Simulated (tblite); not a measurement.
Compound: C5H11NOSi2.
Cartesian coordinates in Å at the GFN2-xTB level; atoms count from 1:
```
atom  x, y, z in Å
N1     3.9493    0.6310   -0.8807
C2     3.1217   -0.1128   -0.6171
C3     2.0624   -1.0282   -0.2975
C4     0.6914   -0.3162   -0.2902
C5     0.6343    0.7247    0.8313
Si6   -0.9938    1.7275    0.8093
Si7   -2.5794    0.1224    0.2932
C8    -1.5349   -1.0996   -0.7602
O9    -0.2700   -1.3404   -0.1491
H10    2.2430   -1.4692    0.6863
H11    2.0480   -1.8324   -1.0383
H12    0.5563    0.1862   -1.2640
H13    1.5012    1.3798    0.7306
H14    0.7392    0.1987    1.7826
H15   -1.1155    2.4073    2.1036
H16   -0.8469    2.7679   -0.2209
H17   -3.1081   -0.6389    1.4306
H18   -3.7233    0.5259   -0.5335
H19   -1.9973   -2.0853   -0.8326
H20   -1.3826   -0.7378   -1.7863
```

Computed with GFN2-xTB (tblite): harmonic, unscaled wavenumbers at the GFN2-xTB geometry, gas phase. This tight-binding method is rough: wavenumbers can miss measured ones by several per cent, in bad cases by 10 to 20. Modes of hydrogen on silicon can be 10 to 20 % off. One conformer, not necessarily the lowest.

Harmonic wavenumbers (cm⁻¹): 41.5, 67.2, 85.2, 144.0, 189.4, 214.6, 303.6, 317.5, 350.1, 384.2, 425.2, 427.7, 456.9, 462.8, 545.0, 560.6, 567.7, 605.3, 648.6, 708.3, 747.9, 773.8, 781.3, 790.2, 803.8, 882.1, 952.2, 991.4, 1025.4, 1069.7, 1076.7, 1112.2, 1171.7, 1221.0, 1244.1, 1263.8, 1279.8, 1322.3, 1341.6, 1424.3, 1460.7, 1464.7, 2182.0, 2210.4, 2221.3, 2222.7, 2410.7, 2827.8, 2862.6, 2958.9, 2965.7, 2968.5, 2972.5, 2979.7.

A = 2204, B = 689.5, C = 558.9 MHz; mass 157.038 u (most abundant isotopes); point group C1, symmetry number 1.

Problem. What is the zero-point energy?

Solution. Half the sum of the wavenumbers: 31744 cm⁻¹ = 90.76 kcal/mol.

Problem. What is S at 298.15 K and 1 bar for an ideal gas of classical rigid rotors and harmonic oscillators?

Solution. Translation 41.09, rotation 30.32, vibration 33.10: S = 104.5 cal/(mol K).

Problem. And Cp and H(298.15 K) − H(0)?

Solution. Cp = 44.94 cal/(mol K), of which vibrations give 36.99 (their classical limit is 54 R = 107.3); H(298.15 K) − H(0) = 7.71 kcal/mol without the zero-point energy, 5.34 from vibrations.

Problem. Which modes carry the vibrational entropy at 298.15 K?

Solution. 41.5 cm⁻¹: 5.19; 67.2 cm⁻¹: 4.23; 85.2 cm⁻¹: 3.77; 144.0 cm⁻¹: 2.75; 189.4 cm⁻¹: 2.23; 214.6 cm⁻¹: 2.00 cal/(mol K); the other 48 give 12.92 together.

Problem. What must be added to the electronic energy to get the Gibbs energy at 298.15 K and 1 bar?

Solution. ZPE + [H(298.15 K) − H(0)] − T·S = 90.76 + 7.71 − 31.16 = 67.31 kcal/mol.

Problem. Blend soft modes into free rotors: weight 1/[1 + (100 cm⁻¹/ν̃)⁴] for the oscillator and the rest for a rotor with moment μB/(μ + B), μ = h/(8π²ν), B = 10⁻⁴⁴ kg m². What vibrational entropy results?

Solution. 30.35 cal/(mol K) in place of 33.10, which changes −T·S at 298.15 K by +0.82 kcal/mol.

Hindered rotation and anharmonicity are outside this model. Other conformers, if any are populated, would add a mixing term that is left out. The structure is chiral; the term R ln 2 for an equal mix with its mirror image is left out.
